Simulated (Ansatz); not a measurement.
Cost and result for the atomization energy of C3H5Al, SMILES `C#[C][AlH][CH3]` (9 atoms, 8 bonds).

```xyz
9

C    -1.8542    0.8341    1.8493
C    -0.8902    0.7403    1.1219
Al    0.6293    0.5890   -0.0295
C     0.7675   -0.9616   -1.1931
H    -2.7023    0.9186    2.4908
H     1.7095    1.7453    0.0282
H     0.8197   -1.8811   -0.6002
H    -0.1230   -1.0536   -1.8233
H     1.6437   -0.9310   -1.8442
```

Total charge 0; spin multiplicity 1. Geometry: relaxed with PBE0-D4/def2-TZVP. Program: Ansatz. Hardware: A = 2 threads of an AMD EPYC 7R13 on a shared host; B = 2 threads of an AMD EPYC 7R13 on a shared host and a share of an NVIDIA H100 80 GB. Times are those of one run each, without the atoms' runs, and a repeat can differ threefold. Electronic energies, without spin–orbit coupling; frozen cores. CCSD(T)/CBS extrapolates def2-TZVPP and def2-QZVPP, and its time is that of the two runs behind it. T1 = 0.012. B3LYP takes the VWN-RPA correlation (the form of Gaussian; ORCA's B3LYP/G).

CCSD(T)/CBS is a level of theory with its own doubt, some kJ/mol a heavy atom from the limit and from the frozen cores, so smaller differences don't rank the functionals.

```tsv
level	functions	wall time	atomization (kcal/mol)	difference from CCSD(T)/CBS	per bond
LDA (SPW92)/def2-TZVPP [A]	205	1.4 s	927.1	102.0	12.7
revPBE-D4/def2-TZVPP [A]	205	1.7 s	819.7	-5.4	-0.7
BLYP-D4/def2-TZVPP [A]	205	1.9 s	822.8	-2.3	-0.3
CCSD(T)/def2-SVP [A]	85	2.2 s	788.4	-36.7	-4.6
CCSD(T)/def2-TZVPP [B]	205	2.3 s	805.8	-19.3	-2.4
PBE-D4/def2-TZVPP (with forces) [A]	205	2.6 s	838.4	13.3	1.7
B3LYP-D4/def2-TZVPP (with forces) [A]	205	3.5 s	824.7	-0.4	-0.1
PBE-QIDH/def2-TZVPP [A]	205	4.1 s	821.9	-3.2	-0.4
ωB97X-V/def2-TZVPP [A]	205	5.5 s	824.0	-1.1	-0.1
B97M-V/def2-TZVPP [A]	205	6 s	831.0	5.9	0.7
CCSD(T)/def2-QZVPP [B]	391	7.5 s	817.2	-7.9	-1.0
ωB97M-V/def2-TZVPP (with forces) [A]	205	8.5 s	827.1	2.0	0.2
CCSD(T)/CBS(def2)	–	9.8 s	825.1	0.0	0.0
```

The D4 term adds +5.3 kcal/mol with B3LYP and +2.8 kcal/mol with PBE0; it sums over pairs of atoms, weighted by their polarisabilities, and B3LYP, whose exchange is more repulsive, gets the larger term. At CCSD(T), def2-SVP lies −36.7 kcal/mol from the extrapolated value and def2-TZVPP −19.3 kcal/mol: correlation converges slowly with the basis, and small sets miss more of it in the bonded molecule than in its fragments. Leaving LDA and LC-ωPBE aside and taking each functional with its dispersion term where it has one, the values, not all of them listed here, spread over 34.9 kcal/mol, from BHLYP-D4 to PBE-D4. LDA lies +92.0 kcal/mol from PBE without D4, its usual overbinding.
